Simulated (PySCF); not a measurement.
## Do core-level shifts follow atomic charges?

Compound: C6H8O.
Numbering: `[CH3:1]/[CH:2]=[C:3]1[CH:4]=[C:5]\1[O:6][CH3:7]`

Binding energies: PySCF, delta-SCF UKS SCAN, pcX-2 on the ionised atom, pcseg-1 elsewhere, spin-free X2C. Charges: PBE0/pcSseg-1 ground-state density, for the ionised atom.

```json
{"atom": "C2", "environment": "alkene CH carbon", "C 1s (eV)": "289.12", "Mulliken (e)": "-0.276", "IAO (e)": "-0.290", "Hirshfeld (e)": "-0.127", "ESP (e)": "-0.359"}
{"atom": "C1", "environment": "allylic carbon", "C 1s (eV)": "290.18", "Mulliken (e)": "-0.223", "IAO (e)": "-0.404", "Hirshfeld (e)": "-0.124", "ESP (e)": "-0.139"}
{"atom": "C4", "environment": "alkene CH carbon", "C 1s (eV)": "290.25", "Mulliken (e)": "-0.166", "IAO (e)": "-0.213", "Hirshfeld (e)": "-0.068", "ESP (e)": "-0.280"}
{"atom": "C3", "environment": "fully substituted alkene carbon", "C 1s (eV)": "290.56", "Mulliken (e)": "-0.011", "IAO (e)": "-0.008", "Hirshfeld (e)": "-0.033", "ESP (e)": "+0.048"}
{"atom": "C7", "environment": "methoxy carbon", "C 1s (eV)": "292.91", "Mulliken (e)": "-0.040", "IAO (e)": "-0.202", "Hirshfeld (e)": "-0.019", "ESP (e)": "-0.029"}
```

Task: Give the correlation coefficient and slope of binding energy on charge for each scheme.

Result: Hirshfeld: r = 0.79, slope 22.1 eV per e; Mulliken: r = 0.73, slope 9.0 eV per e; ESP: r = 0.66, slope 5.4 eV per e; IAO: r = 0.26, slope 2.6 eV per e. Hirshfeld charges have the highest r, on only 5 points.

Task: The point-charge model writes a binding energy as kq + V + constant, with V the potential of the other atoms' charges at the site. What does it give with the Mulliken charges?

Result: V = Σ 14.40 eV Å × q/r over all other atoms: +1.43 eV at C2, +2.43 eV at C1, +1.74 eV at C4, -1.60 eV at C3, +1.45 eV at C7. Fitting binding energy − V to q gives k = 18.2 eV per e and leaves an rms residual of 0.42 eV, against 0.85 eV for the fit on q alone. The model has no term for differences in relaxation between sites.

Geometry: PBE0-D3(BJ)/def2-SVP, one conformer, isolated molecule.

Conformer computed: `[CH3:1]/[CH:2]=[C:3]1[CH:4]=[C:5]\1[O:6][CH3:7]`: C4–C5–O6–C7 -179°.
